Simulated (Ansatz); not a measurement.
Calculated with Ansatz (gas phase, PBE0-D4/def2-TZVP geometries, no zero-point term in ΔE). CBS: MP2 limit from def2 TZ/QZ plus the TZ coupled-cluster correction, frozen cores. This one scheme is used for every species. Functionals use def2-TZVPP. For Se outer-core shells are correlated without core-valence functions, which leaves a few kJ/mol of doubt a bond. Scalar relativity is left out up to krypton. Each species was taken in one conformer, which may not be the lowest.

Consider the ligand exchange at a B–F bond: `C[Se]B(F)Cl` + HCl → `C[Se]B(Cl)Cl` + H–F.

`C[Se]B(F)Cl`:

Cartesian coordinates in Å:
```
C 1.320 -0.095 -0.132
Se -0.054 1.244 -0.471
B -1.623 0.282 0.099
F -2.789 0.892 0.013
Cl -1.588 -1.356 0.725
H 2.265 0.358 -0.429
H 1.341 -0.343 0.925
H 1.128 -0.982 -0.730
```

HCl:

```xyz
2

Cl   -0.220   -0.210    0.563
H     0.220    0.210   -0.563
```

`C[Se]B(Cl)Cl`:

Cartesian coordinates in Å:
```
C 0.829 1.031 -0.388
Se -1.030 0.491 -0.606
B -1.057 -1.145 0.391
Cl 0.354 -1.786 1.201
Cl -2.570 -2.015 0.478
H 1.049 1.178 0.666
H 0.940 1.970 -0.928
H 1.485 0.275 -0.813
```

H–F:

```xyz
2

F     0.073   -0.165   -0.423
H    -0.073    0.165    0.423
```

```
             level  ΔE (kJ/mol)
         r2SCAN-D4         51.8
              PBE0         48.2
         CAM-B3LYP         63.8
  CCSD(T)/def2-SVP         60.0
SCS-MP2/def2-TZVPP         46.8
CCSD(T)/def2-TZVPP         49.5
     HF/def2-QZVPP         71.9
SCS-MP2/def2-QZVPP         44.0
```

(1) What does CCSD(T)/CBS give? (An estimate is asked.)

Largest T1 diagnostic among the species: 0.011.

Answers

(1) Ansatz gave: +43.6 kJ/mol. The listed levels differ from it by 8.2, 4.6, 20.2, 16.4, 3.2, 5.9, 28.3, 0.4 kJ/mol.

The D4 term adds −7.1 kJ/mol with B3LYP and −3.7 kJ/mol with PBE0; it sums over pairs of atoms, weighted by their polarisabilities, and B3LYP, whose exchange is more repulsive, gets the larger term. In def2-TZVPP, CCSD(T) changes the Hartree–Fock value by −21.7 kJ/mol (the triples alone add −4.2 kJ/mol) and MP2 by −32.1 kJ/mol. Leaving LDA and LC-ωPBE aside and taking each functional with its dispersion term where it has one, the values, not all of them listed here, spread over 20.3 kJ/mol, from revPBE-D4 to CAM-B3LYP-D4.

B3LYP here is the variant with VWN-RPA as its local correlation; programs differ in this.
